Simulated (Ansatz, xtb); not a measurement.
# AuFH2OSi: which of two conformers lies lower

Structure I: `O[Si@H](F)[Au]`, a singlet. Structure II: `O[Si@@H](F)[Au]`, a singlet. Both are isolated molecules in the gas phase, relaxed with PBE0-D3(BJ)/def2-SVP.

I (Å):

```yaml
atoms:
  - { symbol: Au, position_ang: [0.7218, -1.0867, -2.0717] }
  - { symbol: F, position_ang: [-1.6778, -3.1777, -2.6093] }
  - { symbol: O, position_ang: [-2.1020, -1.4697, -0.6056] }
  - { symbol: Si, position_ang: [-1.4959, -1.6331, -2.1327] }
  - { symbol: H, position_ang: [-3.0208, -1.7227, -0.4664] }
  - { symbol: H, position_ang: [-2.2654, -0.8285, -3.1223] }
```

II (Å):

```xyz
6

Au    1.5185   -0.1380    2.1773
F    -1.3767    0.3303    0.9444
O    -0.2303    2.6187    1.7341
Si   -0.4583    1.0247    2.0909
H    -1.2179    0.9884    3.3615
H     0.3520    2.8314    0.9986
```

Energies in hartree; the thermal terms are from PBE0-D3(BJ)/def2-SVP harmonic frequencies (ideal gas, rigid rotor, one conformer each, 600 K, 1 atm) and include the zero-point energy:

|  | I | II |
| --- | --- | --- |
| E, CCSD(T)/def2-TZVP | −600.468968 | −600.471116 |
| zero-point energy | 0.026479 | 0.026969 |
| H(600 K) − E | 0.044064 | 0.044308 |
| G(600 K) − E | −0.048198 | −0.046878 |

Problem. Work out ΔE, ΔE₀, ΔH and ΔG for I → II in kcal/mol (1 Eh = 627.51 kcal/mol) and the equilibrium ratio [II]/[I].

Solution. 1. ΔE = −600.471116 − (−600.468968) = −0.002148 Eh = −1.35 kcal/mol.
2. ΔE₀ = ΔE + ΔZPE = −0.002148 + (+0.000490) Eh = −1.04 kcal/mol.
3. ΔH = ΔE + (+0.000244) Eh = −1.19 kcal/mol.
4. ΔG = ΔE + (+0.001320) Eh = −0.52 kcal/mol, so ΔS = (ΔH − ΔG)/T = −4.7 J/(mol K).
5. kT = 1.9001 mEh, so K = [II]/[I] = exp(−ΔG/kT) = exp(+0.44) ≈ 1.5.

The two are too close for this level to say which is favoured. An error of 1 kcal/mol in ΔG would change K by a factor of 2.3. Large T1 diagnostics make the coupled-cluster value less sure. Mirror images and further conformers aren't counted.

Other levels gave ΔE = −2.0 (PBE0-D3(BJ)/def2-SVP); −0.5 (HF/def2-TZVP); −1.6 (MP2/def2-TZVP) kcal/mol. The correlated steps freeze 7 core orbitals; the last core shell of Au is correlated, in a basis made for valence electrons. Atoms past krypton carry core potentials in the def2 sets, without spin–orbit terms. Programs: Ansatz 0.2.0.
